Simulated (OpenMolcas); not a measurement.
# Ni IV: input and output

Input:

```
&GATEWAY
Coord
1

Ni 0.0 0.0 0.0
Basis=ANO-R2
Group=XYZ
NoMove
AngMom=0.0 0.0 0.0
AMFI
&SEWARD
&RASSCF
FileOrb=start.orb
Symmetry=1
Spin=4
nActEl=7 0 0
Inactive=3 6
Ras2=5 0
CIRoot=10 10 1
SDav=10
CIMx=300
Iter=120 100
PrWF=0.3
OrbListing=Nothing
MaxOrb=0
Atom
>>> COPY $Project.JobIph JOB001
&RASSCF
FileOrb=start.orb
Symmetry=1
Spin=2
nActEl=7 0 0
Inactive=3 6
Ras2=5 0
CIRoot=40 40 1
SDav=40
CIMx=300
Iter=120 100
PrWF=0.3
OrbListing=Nothing
MaxOrb=0
Atom
>>> COPY $Project.JobIph JOB002
&RASSI
NrOfJobIphs=2 10 40
1 2 3 4 5 6 7 8 9 10
1 2 3 4 5 6 7 8 9 10 11 12 13 14 15 16 17 18 19 20 21 22 23 24 25 26 27
28 29 30 31 32 33 34 35 36 37 38 39 40
IphNames
JOB001
JOB002
EJob
SpinOrbit
DIPRint=1.0
SOCoupling=1000.0
Subsets=2
MEES
Property=10
'ANGMOM' 1 'ANGMOM' 2 'ANGMOM' 3 'MLTPL  1' 1 'MLTPL  1' 2 'MLTPL  1' 3
'AMFI' 1 'AMFI' 2 'AMFI' 3 'MLTPL  2' 6
SOProperty=3
'ANGMOM' 1 'ANGMOM' 2 'ANGMOM' 3
```

Launched by
```bash
OMP_NUM_THREADS=1 MOLCAS_MEM=2252 MOLCAS_PROJECT=a pymolcas a.inp > a.log  # once for each step of the input, in one work folder
```

A driver script runs the steps one by one and writes start.orb anew before each from the orbitals found so far.

Output, cut to the results:

```
--- SEWARD ---
Basis set label: NI.ANO-R...6S5P4D2F1G.

      Electronic valence basis set:
      ------------------
      Associated Effective Charge  28.000000 au
      Associated Actual Charge     28.000000 au
      Nuclear Model: Finite nucleus - Gaussian distribution
        Gaussian exponent, Xi/bohr**(-2):  2.89964E+08

      Shell  nPrim  nBasis  Cartesian Spherical Contaminant
         s      20       6        X
         p      12       5        X
         d       9       4                 X
         f       5       2                 X
         g       4       1                 X
                  Relativistic X2C integrals
                  Atomic mean-field integrals
--- RASSCF ---
Wave function specifications:
      -----------------------------

      Number of closed shell electrons          18
      Number of electrons in active shells       7
      Max number of holes in RAS1 space          0
      Max nr of electrons in RAS3 space          0
      Number of inactive orbitals                9
      Number of active orbitals                  5
      Number of secondary orbitals              50
      Spin quantum number                      1.5
      State symmetry                             1
Orbital specifications:
      -----------------------

      Symmetry species                           1   2
                                                ag  au
      Frozen orbitals                            0   0
      Inactive orbitals                          3   6
      Active orbitals                            5   0
      RAS1 orbitals                              0   0
      RAS2 orbitals                              5   0
      RAS3 orbitals                              0   0
      Secondary orbitals                        27  23
      Deleted orbitals                           0   0
      Number of basis functions                 35  29
      Number of CSFs                            10
      Number of root(s) required                10
      Iter CI   SX   CI       RASSCF       Energy    max ROT     max BLB   max BLB  Level Ln srch  Step   QN
          iter iter root      energy       change     param      element    value   shift minimum  type update
 Nr of preliminary CI iterations:   1
      Total energies have been shifted. Add                -1000.00 au
        1   1    2    0  -517.04048028    0.00E+00   3.45E-08    4  22 1  2.50E-07   0.00   0.00    SX    NO
        2   1    2    0  -517.04048028    0.00E+00  -2.79E-08    4  17 1  2.08E-07   0.00   0.00    SX    NO
        3   1    2    0  -517.04048028   -2.73E-12   2.19E-08    4  22 1  1.50E-07   0.00   0.00    SX    NO
        4   1    2    0  -517.04048028    1.82E-12   1.34E-08    4  17 1  9.98E-08   0.00   0.00    SX    NO
      Convergence after  4 iterations
        5   1    2    0  -517.04048028   -1.14E-12   1.34E-08    4  22 1  7.00E-08   0.00   0.00    SX    NO
      Natural orbitals and occupation numbers for root  1
      sym 1:   1.047709   1.952291   1.952291   1.000000   1.047709
      Natural orbitals and occupation numbers for root  2
      sym 1:   1.151094   1.151094   1.848906   1.000000   1.848906
      Natural orbitals and occupation numbers for root  3
      sym 1:   1.132104   1.867896   1.867896   1.132104   1.000000
::    RASSCF root number  1 Total energy:  -1517.06981707
::    RASSCF root number  2 Total energy:  -1517.06981707
::    RASSCF root number  3 Total energy:  -1517.06981707
::    RASSCF root number  4 Total energy:  -1517.06981707
::    RASSCF root number  5 Total energy:  -1517.06981707
::    RASSCF root number  6 Total energy:  -1517.06981707
::    RASSCF root number  7 Total energy:  -1517.06981707
::    RASSCF root number  8 Total energy:  -1516.97202776
::    RASSCF root number  9 Total energy:  -1516.97202776
::    RASSCF root number 10 Total energy:  -1516.97202776
--- RASSCF ---
Wave function specifications:
      -----------------------------

      Number of closed shell electrons          18
      Number of electrons in active shells       7
      Max number of holes in RAS1 space          0
      Max nr of electrons in RAS3 space          0
      Number of inactive orbitals                9
      Number of active orbitals                  5
      Number of secondary orbitals              50
      Spin quantum number                      0.5
      State symmetry                             1
Orbital specifications:
      -----------------------

...
--- RASSI ---
SPIN-FREE ENERGIES:
  (Shifted by EMIN (a.u.) =      -1517.0698170696)

 SF State       Relative EMIN(au)   Rel lowest level(eV)    D:o, cm**(-1)      L_eff

     1             0.0000000000        0.0000000000              0.0000         3.0
     2             0.0000000000        0.0000000000              0.0000         3.0
     3             0.0000000000        0.0000000000              0.0000         3.0
     4             0.0000000000        0.0000000000              0.0000         3.0
     5             0.0000000000        0.0000000000              0.0000         3.0
     6             0.0000000000        0.0000000000              0.0000         3.0
     7             0.0000000000        0.0000000000              0.0000         3.0
     8             0.0977893138        2.6609827878          21462.2736         1.0
     9             0.0977893138        2.6609827878          21462.2736         1.0
    10             0.0977893138        2.6609827878          21462.2736         1.0
    11             0.0988884364        2.6908914386          21703.5031         4.0
    12             0.0988884364        2.6908914386          21703.5031         4.0
    13             0.0988884364        2.6908914386          21703.5031         4.0
    14             0.0988884364        2.6908914386          21703.5031         4.0
    15             0.0988884364        2.6908914386          21703.5031         4.0
    16             0.0988884364        2.6908914386          21703.5031         4.0
    17             0.0988884364        2.6908914386          21703.5031         4.0
    18             0.0988884364        2.6908914386          21703.5031         4.0
    19             0.0988884364        2.6908914386          21703.5031         4.0
    20             0.1313217574        3.5734470621          28821.7943         4.6
    21             0.1313217574        3.5734470621          28821.7943         3.7
...
```

Levels above the lowest, from the spin-orbit matrix, grouped by J:

```json
{"Configuration": "3d7", "Term": "4F", "J": "9/2", "E (eV)": "0.0000", "Measured (eV)": "0.0000", "g": "1.334", "Term weight %": "100"}
{"Configuration": "3d7", "Term": "4F", "J": "7/2", "E (eV)": "0.1426", "Measured (eV)": "0.1475", "g": "1.238", "Term weight %": "100"}
{"Configuration": "3d7", "Term": "4F", "J": "5/2", "E (eV)": "0.2470", "Measured (eV)": "0.2532", "g": "1.029", "Term weight %": "100"}
{"Configuration": "3d7", "Term": "4F", "J": "3/2", "E (eV)": "0.3185", "Measured (eV)": "0.3250", "g": "0.400", "Term weight %": "100"}
{"Configuration": "3d7", "Term": "4P", "J": "5/2", "E (eV)": "2.7543", "Measured (eV)": "2.2464", "g": "1.600", "Term weight %": "100"}
{"Configuration": "3d7", "Term": "2G", "J": "9/2", "E (eV)": "2.7668", "Measured (eV)": "2.4586", "g": "1.108", "Term weight %": "98"}
{"Configuration": "3d7", "Term": "4P", "J": "3/2", "E (eV)": "2.7994", "Measured (eV)": "2.2772", "g": "1.719", "Term weight %": "96"}
{"Configuration": "3d7", "Term": "4P", "J": "1/2", "E (eV)": "2.8680", "Measured (eV)": "2.3505", "g": "2.640", "Term weight %": "98"}
{"Configuration": "3d7", "Term": "2G", "J": "7/2", "E (eV)": "2.9039", "Measured (eV)": "2.5972", "g": "0.889", "Term weight %": "100"}
{"Configuration": "3d7", "Term": "2P", "J": "3/2", "E (eV)": "3.6487", "Measured (eV)": "2.9321", "g": "1.274", "Term weight %": "83"}
{"Configuration": "3d7", "Term": "2H", "J": "11/2", "E (eV)": "3.6728", "Measured (eV)": "3.3041", "g": "1.091", "Term weight %": "100"}
{"Configuration": "3d7", "Term": "2P", "J": "1/2", "E (eV)": "3.7935", "Measured (eV)": "3.0564", "g": "0.697", "Term weight %": "98"}
{"Configuration": "3d7", "Term": "2H", "J": "9/2", "E (eV)": "3.7950", "Measured (eV)": "3.4316", "g": "0.913", "Term weight %": "98"}
{"Configuration": "3d7", "Term": "2D(1)", "J": "5/2", "E (eV)": "3.9810", "Measured (eV)": "3.3595", "g": "1.201", "Term weight %": "100"}
{"Configuration": "3d7", "Term": "2D(1)", "J": "3/2", "E (eV)": "4.1967", "Measured (eV)": "3.5680", "g": "0.875", "Term weight %": "86"}
{"Configuration": "3d7", "Term": "2F", "J": "5/2", "E (eV)": "6.3315", "Measured (eV)": "5.3856", "g": "0.857", "Term weight %": "100"}
{"Configuration": "3d7", "Term": "2F", "J": "7/2", "E (eV)": "6.3917", "Measured (eV)": "5.4378", "g": "1.143", "Term weight %": "100"}
{"Configuration": "3d7", "Term": "2D(2)", "J": "3/2", "E (eV)": "9.8821", "Measured (eV)": "8.3516", "g": "0.800", "Term weight %": "100"}
{"Configuration": "3d7", "Term": "2D(2)", "J": "5/2", "E (eV)": "9.9505", "Measured (eV)": "8.4297", "g": "1.200", "Term weight %": "100"}
```

Against the 18 measured excited levels shown (Corliss and Sugar, J. Phys. Chem. Ref. Data 10, 197 (1981)) the mean absolute deviation is 4700 cm-1; the largest miss in energy is 3d7 2D 3/2(2): computed 9.8821, measured 8.3516 eV (+18.3 %), and the largest in proportion 3d7 2P 3/2 (+24.4 %).

Without dynamic correlation excited terms often stand tens of per cent too high (terms of higher spin than the ground term too low), and those without a measured partner can miss by more than the paired ones. Computed and measured levels are paired by configuration, term and J; levels that our copy of the source lacks, or whose pairing is in doubt (as where it misses far off the trend of its configuration), stay unpaired and out of the deviations. Levels of configurations outside the active space are missing.

The RASSCF and RASSI steps took 16 s on 1 thread of Arm Neoverse V2 (shared host); the integral step is not counted.

The term weight is that of the spin-free term in the level, not the purity of its configuration. A number in round brackets counts repeated terms of one configuration in the order of the reference energies.
